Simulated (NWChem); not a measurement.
System: C2H7NSi; SMILES C1NC[SiH2]1

Input file for NWChem:

```
start job
memory heap 200 mb stack 900 mb global 1100 mb
geometry units angstroms noautoz
  C     -0.113029     0.451071     1.169725
  N      0.260803     1.290829     0.000000
  C     -0.113029     0.451071    -1.169725
  Si     0.049153    -1.051008     0.000000
  H      0.566353     0.573629     2.019770
  H     -1.146978     0.597414     1.526814
  H     -0.166759     2.216029     0.000000
  H     -1.146978     0.597414    -1.526814
  H      0.566353     0.573629    -2.019770
  H     -1.019604    -2.090810     0.000000
  H      1.372467    -1.731110     0.000000
end
basis spherical
  * library def2-tzvp
end
dft
  xc xctpssh
  iterations 150
  semidirect filesize 400000000
  mulliken
end
task dft energy
```

Excerpt of the output:

```
             Northwest Computational Chemistry Package (NWChem) 7.3.0
             --------------------------------------------------------

 CS  symmetry detected

                             Geometry "geometry" -> ""
                             -------------------------

 Output coordinates in angstroms (scale by  1.889725989 to convert to a.u.)

  No.       Tag          Charge          X              Y              Z
 ---- ---------------- ---------- -------------- -------------- --------------
    1 C                    6.0000    -0.12226126    -0.43802433     1.16972500
    2 N                    7.0000     0.24259912    -1.28171905     0.00000000
    3 C                    6.0000    -0.12226126    -0.43802433    -1.16972500
    4 Si                  14.0000     0.05592113     1.06224076     0.00000000
    5 H                    1.0000     0.55577589    -0.56781643     2.01977000
    6 H                    1.0000    -1.15771130    -0.57333889     1.52681400
    7 H                    1.0000    -0.19479965    -2.20230941     0.00000000
    8 H                    1.0000    -1.15771130    -0.57333889    -1.52681400
    9 H                    1.0000     0.55577589    -0.56781643    -2.01977000
   10 H                    1.0000    -1.00169265     2.11337483     0.00000000
   11 H                    1.0000     1.38640869     1.72819986     0.00000000

 Effective nuclear repulsion energy (a.u.)     169.6097113672

      Symmetry information
      --------------------

 Group name             Cs
 Group number              2
 Group order               2
 No. of unique centers     8

                                 NWChem DFT Module
                                 -----------------

 Summary of "ao basis" -> "ao basis" (spherical)
 ------------------------------------------------------------------------------
       Tag                 Description            Shells   Functions and Types
 ---------------- ------------------------------  ------  ---------------------
 C                         def2-tzvp                11       31   5s3p2d1f
 N                         def2-tzvp                11       31   5s3p2d1f
 Si                        def2-tzvp                13       37   5s5p2d1f
 H                         def2-tzvp                 4        6   3s1p

      Symmetry analysis of basis
      --------------------------

        a'        104
        a"         68

            General Information
            -------------------
          SCF calculation type: DFT
          Wavefunction type:  closed shell.
          No. of atoms     :    11
          No. of electrons :    40
           Alpha electrons :    20
            Beta electrons :    20
          Charge           :     0
          Spin multiplicity:     1
          Use of symmetry is: on ; symmetry adaption is: on
          Maximum number of iterations: 150
          AO basis - number of functions:   172
                     number of shells:    74
          Convergence on energy requested:  1.00D-06
          Convergence on density requested:  1.00D-05
          Convergence on gradient requested:  5.00D-04

              XC Information
              --------------
                  TPSS hybrid Method XC Functional
                     Hartree-Fock (Exact) Exchange  0.100
                  TPSS metaGGA Exchange Functional  0.900
             TPSS03 metaGGA Correlation Functional  1.000

             Grid Information
             ----------------
          Grid used for XC integration:  medium
          Radial quadrature: Mura-Knowles
          Angular quadrature: Lebedev.
          Tag              B.-S. Rad. Rad. Pts. Rad. Cut. Ang. Pts.
          ---              ---------- --------- --------- ---------
          C                   0.70       49          10.0       434
          N                   0.65       49          11.0       434
          Si                  1.10       88          10.0       590
          H                   0.35       45          12.0       434
          Grid pruning is: on
          Number of quadrature shells:   411
          Spatial weights used:  Erf1

      Superposition of Atomic Density Guess
      -------------------------------------

 Sum of atomic energies:        -421.98828312

      Non-variational initial energy
      ------------------------------

 Total energy =    -424.354783
 1-e energy   =    -915.292620
 2-e energy   =     321.328125
 HOMO         =      -0.289760
 LUMO         =       0.026867

      Symmetry analysis of molecular orbitals - initial
      -------------------------------------------------

  Numbering of irreducible representations:

     1 a'          2 a"

  Orbital symmetries:

     1 a'          2 a'          3 a'          4 a"          5 a'
     6 a'          7 a'          8 a"          9 a'         10 a"
    11 a'         12 a'         13 a'         14 a'         15 a"
    16 a"         17 a'         18 a'         19 a"         20 a'
    21 a"         22 a'         23 a'         24 a'         25 a'
    26 a'         27 a"         28 a'         29 a"         30 a'

------------------------------------------------------------
EAF file 0: "./job.aoints.0" size=341835776 bytes
------------------------------------------------------------
               write      read    awrite     aread      wait
               -----      ----    ------     -----      ----
     calls:      652         0         0         0         0
   data(b): 3.42e+08  0.00e+00  0.00e+00  0.00e+00
   time(s): 0.00e+00  0.00e+00  0.00e+00  0.00e+00  0.00e+00
rate(mb/s): 0.00e+00  0.00e+00
------------------------------------------------------------

     ---------------------------------------------
      Total Density - Mulliken Population Analysis
     ---------------------------------------------

    Atom       Charge   Shell Charges
 -----------   ------   -------------------------------------------------------
    1 C    6     6.40   0.86  1.12  0.55  0.69  0.11  1.19  1.40  0.41  0.02  0.06  0.01
    2 N    7     7.49   0.82  1.16  0.57  0.83  0.16  1.51  1.77  0.62  0.01  0.05  0.00
    3 C    6     6.40   0.86  1.12  0.55  0.69  0.11  1.19  1.40  0.41  0.02  0.06  0.01
    4 Si  14    13.50   2.00  0.59  1.39  0.88  0.48  4.11  1.73  0.51  1.20  0.39  0.10  0.10  0.03
    5 H    1     0.85   0.24  0.46  0.13  0.02
    6 H    1     0.85   0.24  0.45  0.14  0.02
    7 H    1     0.72   0.23  0.37  0.09  0.03
    8 H    1     0.85   0.24  0.45  0.14  0.02
    9 H    1     0.85   0.24  0.46  0.13  0.02
   10 H    1     1.05   0.23  0.54  0.27  0.01
   11 H    1     1.05   0.23  0.55  0.26  0.01

   convergence    iter        energy       DeltaE   RMS-Dens  Diis-err
 ---------------- ----- ----------------- --------- --------- ---------
 d= 0,ls=0.0,diis     1   -424.6735402426 -5.94D+02  3.76D-03  4.69D-01
 d= 0,ls=0.0,diis     2   -424.6980512955 -2.45D-02  2.63D-03  1.48D-01
 d= 0,ls=0.0,diis     3   -424.7012725895 -3.22D-03  1.07D-03  1.36D-01
 d= 0,ls=0.0,diis     4   -424.7157112355 -1.44D-02  1.40D-04  7.61D-04
 d= 0,ls=0.0,diis     5   -424.7158054279 -9.42D-05  3.12D-05  6.53D-05
  Resetting Diis
 d= 0,ls=0.0,diis     6   -424.7158125658 -7.14D-06  9.18D-06  5.59D-06
 d= 0,ls=0.0,diis     7   -424.7158131991 -6.33D-07  6.00D-06  6.39D-07

         Total DFT energy =     -424.715813199061
      One electron energy =     -919.638689928438
           Coulomb energy =      366.691633438763
    Exchange-Corr. energy =      -41.378468076631
 Nuclear repulsion energy =      169.609711367245

 Numeric. integr. density =       40.000015475596

                  Occupations of the irreducible representations
                  ----------------------------------------------

                     irrep           alpha         beta
                     --------     --------     --------
                     a'               14.0         14.0
                     a"                6.0          6.0

                       DFT Final Molecular Orbital Analysis
                       ------------------------------------

 Vector   18  Occ=2.000000D+00  E=-2.849292D-01  Symmetry=a'
              MO Center= -1.8D-02,  7.8D-02, -2.6D-13, r^2= 3.3D+00
   Bfn.  Coefficient  Atom+Function         Bfn.  Coefficient  Atom+Function
  ----- ------------  ---------------      ----- ------------  ---------------
   109      0.250040   4 Si py                7     -0.197202   1 C  py
    69     -0.197202   3 C  py               38      0.177570   2 N  py
    10     -0.169998   1 C  py               72     -0.169998   3 C  py
   144     -0.146437   7 H  s                41      0.144795   2 N  py
    97     -0.135290   4 Si s               168      0.129014  11 H  s

 Vector   19  Occ=2.000000D+00  E=-2.804223D-01  Symmetry=a"
              MO Center= -5.3D-02, -6.8D-03,  2.5D-13, r^2= 2.7D+00
   Bfn.  Coefficient  Atom+Function         Bfn.  Coefficient  Atom+Function
  ----- ------------  ---------------      ----- ------------  ---------------
   110      0.283107   4 Si pz                7      0.183382   1 C  py
    69     -0.183382   3 C  py                8     -0.161348   1 C  pz
    10      0.161339   1 C  py               70     -0.161348   3 C  pz
    72     -0.161339   3 C  py               11     -0.130101   1 C  pz
    73     -0.130101   3 C  pz              101     -0.113180   4 Si pz

 Vector   20  Occ=2.000000D+00  E=-2.123076D-01  Symmetry=a'
              MO Center=  2.0D-01, -1.1D+00, -8.9D-15, r^2= 1.9D+00
   Bfn.  Coefficient  Atom+Function         Bfn.  Coefficient  Atom+Function
  ----- ------------  ---------------      ----- ------------  ---------------
    37      0.382265   2 N  px               40      0.326384   2 N  px
    43      0.305379   2 N  px               35      0.155773   2 N  s
   139      0.130569   6 H  s               151      0.130569   8 H  s
   138      0.120650   6 H  s               150      0.120650   8 H  s
    36      0.104790   2 N  s               132     -0.098533   5 H  s

[...]
```

Level: TPSSh/def2-TZVP. All runs use the structure optimised with B3LYP/6-31G* (spherical d).
